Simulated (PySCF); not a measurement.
Geometry:
```csv
atom,x (Å),y (Å),z (Å)
Cl1,3.358,-0.892,0.173
C2,2.151,0.353,0.592
Si3,0.676,0.193,-0.617
C4,-0.327,-1.404,-0.338
C5,-1.674,-0.911,0.106
C6,-1.883,0.389,0.207
C7,-0.770,1.339,-0.125
H8,1.879,0.185,1.632
H9,2.657,1.311,0.516
H10,1.168,0.379,-1.985
H11,0.099,-2.066,0.418
H12,-0.433,-2.007,-1.241
H13,-2.438,-1.641,0.331
H14,-2.832,0.801,0.521
H15,-0.559,1.981,0.731
H16,-1.081,2.001,-0.934
```

Geometry: GFN2-xTB; GIAO shifts from PySCF 2.14.0 with density-fitted response routines, gas phase, non-relativistic, averaged over equivalent atoms.

At KT2/cc-pVDZ (151 basis functions, 30 s wall time on 1 thread of an AMD EPYC 7B13, shared host):
```tsv
atoms	δ (ppm)
C5/C6	122.0
C2	32.8
C4/C7	20.0
Si3	-7.8
H13/H14	5.97
H10	4.72
H8/H9	3.10
H12/H16	1.97
H11/H15	1.77
```

References, each an isolated molecule treated in the same way: $^{13}$C (σ = 197.76 ppm), $^{29}$Si (σ = 418.14 ppm), $^{1}$H (σ = 31.66 ppm) vs TMS.

Estimate the result of repeating the calculation with PBE0/pcSseg-1.

## Answers


```csv
atoms,δ at PBE0/pcSseg-1,change
C5/C6,138.2,+16.2
C2,31.9,-0.9
C4/C7,19.1,-0.9
Si3,-3.4,+4.4
H13/H14,6.10,+0.13
H10,4.65,-0.07
H8/H9,3.00,-0.10
H12/H16,1.78,-0.19
H11/H15,1.61,-0.16
```

Scale: $^{13}$C (σref 186.93) and $^{29}$Si (σref 349.16) and $^{1}$H (σref 31.72) vs TMS (reference shieldings calculated alike).

The largest change is at C5/C6 (alkene CH). Cost: 178 basis functions, 18 s wall time on 1 thread of an Intel Xeon 6975P-C, shared host. The order of the carbon signals is the same at both levels.

Carbons that carry Cl, above all several Cl atoms, come out too deshielded, partly because spin–orbit coupling is missing.
